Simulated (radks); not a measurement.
Task: Valence configurations of As+ (all share [Ar]). Calculated with a radial shooting solver on a logarithmic mesh with Libxc functionals: scalar-relativistic Kohn-Sham, r2SCAN, spin-polarised, spherical densities, finite nucleus; open shells are filled with parallel spins first; meta-GGA in the generalised Kohn-Sham scheme; Fermi nuclear charge, rms radius 4.0968 fm. Order these by energy: 3d10 4s2 4p2; 3d10 4s1 4p3; 3d10 4s1.5 4p2.5; 3d9.5 4s2 4p2.5; 3d8 4p6; 3d10 4p4; 3d9 4s2 4p3; 3d8 4s2 4p4.

Result: From the lowest, in eV above it: 3d10 4s2 4p2 0.000; 3d10 4s1.5 4p2.5 3.567; 3d10 4s1 4p3 6.284; 3d9.5 4s2 4p2.5 19.266; 3d10 4p4 21.007; 3d9 4s2 4p3 40.446; 3d8 4s2 4p4 92.479; 3d8 4p6 118.52. NIST lists [Ar] 3d10 4s2 4p2 as the ground configuration; this level of theory agrees among the configurations tried. The energies are those of spherical high-spin densities, not of single terms.
